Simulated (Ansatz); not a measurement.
CH3F3O2W, SMILES `C[O][W](=[O])([F])([F])[F]`, relaxed with RKS PBE0-D4/def2-TZVP in Ansatz 0.2.0 from a PBE-D4/def2-SVP geometry. The force threshold is 0.005 eV/Å; the program also tests the step.

Charge 0, multiplicity 1. W takes the def2 core potential.

Start:

```xyz
10

C    -0.354   -0.937   -1.439
O     0.434   -0.141   -0.586
W     0.388    0.750    1.058
O     1.328    2.141    0.772
F     1.552   -0.528    1.802
F    -0.263    0.969    2.811
F    -1.395    1.183    0.588
H     0.017   -0.831   -2.478
H    -1.413   -0.600   -1.388
H    -0.295   -2.005   -1.139
```

Problem. How much energy does the relaxation release, and in how many steps? (Best estimate.)

Solution. Computed: 0.08 eV, in 13 steps.

Problem. Which bonds change most? (An estimate is asked.)

Solution. Ansatz gave: O2–W3 from 1.871 to 1.840 Å; W3–O4 from 1.703 to 1.679 Å; W3–F7 from 1.894 to 1.872 Å; W3–F6 from 1.882 to 1.860 Å.

Problem. Give the relaxed structure. (Best estimate.)

Solution. Ansatz gave: 
```xyz
10

C    -0.349   -0.942   -1.428
O     0.393   -0.094   -0.593
W     0.372    0.759    1.038
O     1.332    2.112    0.784
F     1.498   -0.547    1.740
F    -0.244    0.931    2.785
F    -1.383    1.256    0.615
H     0.025   -0.842   -2.448
H    -1.404   -0.654   -1.393
H    -0.240   -1.979   -1.100
```
